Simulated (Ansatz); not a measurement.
Species: sum formula InOH, charge 1, multiplicity 2. SMILES of the parent species: [OH][In]
Coordinates optimised at B3LYP-D3(BJ)/def2-TZVP (Ansatz, a quantum-chemistry and plane-wave program):
```xyz
3

In    -0.1368    -0.1869    -0.2321
O      0.6435     0.9823     1.2795
H      1.5566     1.3010     1.1361
```
Charge +1, spin multiplicity 2.

Parts of the frozen-core correlation energy in def2-SVP (Ansatz, hartree). Frozen orbitals: 10; correlated occupied orbitals by spin: 5 and 4; virtual: 30 and 31. Open shells are spin-unrestricted. Spin-orbit coupling is left out. In def2 rows, elements after Kr have scalar-relativistic effective core potentials.

```tsv
term	value
reference (HF)	-264.33371
MP2 opposite-spin	-0.14535
MP2 same-spin	-0.04791
CCSD correlation	-0.21973
(T)	-0.00484
CCSDT minus CCSD(T)	-0.00116
CCSDT(Q) minus CCSD(T)	-0.00207
T1 diagnostic	0.061
largest doubles amplitude	0.070
<S^2> of the reference	0.844
```
